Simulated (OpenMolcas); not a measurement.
# neutral tin: thermal populations, Slater's ratio, worked from levels

- Program: OpenMolcas 26.06
- Basis: ANO-RCC-VQZP [8s7p5d3f2g]
- Scalar Hamiltonian: DKH2, point nucleus
- Active space: 2 electrons in 3 orbitals (5p)
- State averaging: 2S+1 = 3 even, 3 roots; 2S+1 = 1 even, 6 roots
- Spin-orbit coupling: state interaction with AMFI integrals over the reference wave functions, term energies averaged over their components

Methods: CASSCF; SS-CASPT2, IPEA 0.25 Eh, imaginary shift 0.1 Eh (closed shells correlated: 4d 5s). Measured levels: NIST Handbook of Basic Atomic Spectroscopic Data.

**Thermal populations.** Z = Σ (2J + 1) exp(-E/kT) with k = 0.695035 cm-1/K, over the levels below. No other level of either list lies under 34600 cm-1, which is above 7 kT at each temperature.

| Level | 2J + 1 | SS-CASPT2 | measured |
| --- | --- | --- | --- |
| 5s² 5p² ³P₀ | 1 | 0.0 | 0.0 |
| 5s² 5p² ³P₁ | 3 | 1474 | 1692 |
| 5s² 5p² ³P₂ | 5 | 3070 | 3428 |
| 5s² 5p² ¹D₂ | 5 | 8290 | 8613 |
| 5s² 5p² ¹S₀ | 1 | 16720 | 17162 |

```tsv
T (K)	Z, SS-CASPT2	Z, measured levels	Ground level (%), SS-CASPT2	Ground level (%), measured levels
2000	2.601	2.323	38.4	43.0
3000	3.721	3.379	26.9	29.6
5000	5.498	5.135	18.2	19.5
```

At 5000 K, kT = 3475 cm-1, and the computed levels give Z = 1.000 + 1.963 + 2.067 + 0.460 + 0.008 = 5.498.

**Slater's ratio.** With one set of orbitals, p2 has ¹D - ³P = 6 F2 and ¹S - ¹D = 9 F2 (F2 = F²/25), a ratio of 3/2. Term energies are centres of gravity, weighted by 2J + 1.

```csv
Source,¹D - ³P,¹S - ³P,F2 from the first,Ratio
CASSCF,8126,19392,1354,1.386
SS-CASPT2,6088,14525,1015,1.386
measured,6145,14694,1024,1.391
```

Energies in cm-1. A ratio away from 3/2 shows effects beyond one configuration with one set of orbitals, and in heavier atoms second-order spin-orbit shifts.

CASPT2 does not keep the components of a term degenerate, so their means are used; among the terms shown or strongly mixed into the levels shown the widest spread is 76 cm-1 (5s² 5p² ¹D, SS-CASPT2). With the s shell closed, the reference lacks s² → p² mixing. Computed and measured levels are paired by configuration, term and J; levels that our copy of the source lacks, or whose pairing is in doubt (as where it misses far off the trend of its configuration), stay unpaired and out of the deviations. Levels of configurations outside the active space are missing.
